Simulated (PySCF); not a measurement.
**Removing an electron from AsAsAsAs tetrahedron**

Compound: AsAsAsAs tetrahedron, As4.
Structure used (PBE0-D3(BJ)/def2-SVP), in Å, numbered top down from 1:
```
atom  x, y, z in Å
As1    1.3922    0.1988    0.4913
As2   -0.9592    0.2516    1.1113
As3   -0.2702    0.9482   -1.1163
As4   -0.1628   -1.3987   -0.4862
```

Level: wB97X-D/def2-SVPD (PySCF). Frontier orbitals with their largest atomic shares (Löwdin; up to four atoms above 4 %):

| orbital | ε (eV) | main atoms |
| --- | --- | --- |
| HOMO−3 | -9.58 | As3 27 %, As1 27 %, As4 23 %, As2 23 % |
| HOMO−2 | -9.58 | As2 27 %, As3 26 %, As1 24 %, As4 23 % |
| HOMO−1 | -8.64 | ? |
| HOMO | -8.62 | ? |
| LUMO | 0.60 | As4 32 %, As1 32 %, As3 18 %, As2 18 % |
| LUMO+1 | 0.61 | As2 33 %, As3 31 %, As4 20 %, As1 16 % |
| LUMO+2 | 0.61 | As1 27 %, As3 26 %, As2 24 %, As4 23 % |

Problem. What vertical ionisation energy does ΔSCF give, and how far is −ε(HOMO) from it?

Solution. ΔSCF: 8.81 eV (850 kJ/mol; threshold wavelength 141 nm); ⟨S²⟩ of the doublet left behind is 0.757, against 0.75 for a pure doublet. −ε(HOMO) is 8.62 eV, 0.19 eV below it. For the exact functional −ε(HOMO) would equal the first vertical ionisation energy; wB97X-D (range-separated hybrid) comes within 0.19 eV of that here.

Problem. On which atoms does the HOMO lie?

Solution. HOMO: As4 25 %, As1 25 %, As3 25 %, As2 25 %; HOMO−1: As4 25 %, As2 25 %, As1 25 %, As3 25 %. These 2 orbitals lie within 0.02 eV of one another. The HOMO−2 lies 0.96 eV lower.

Problem. What total energies stand behind the ΔSCF value?

Solution. E(N) = -8942.74173 Eh and E(N − 1) = -8942.41781 Eh at the same geometry, 0.32392 Eh apart.

Problem. What kinetic energy would electrons from this vertical process carry with Lyman-α light (10.199 eV)?

Solution. 10.20 − 8.81 = 1.39 eV.

Geometry: PBE0-D3(BJ)/def2-SVP; no solvent, vibrations or thermal averaging. The calculation is non-relativistic, for arsenic too.

Note: wB97X-D ran without an empirical dispersion term, which enters the total energy and its gradient alone.
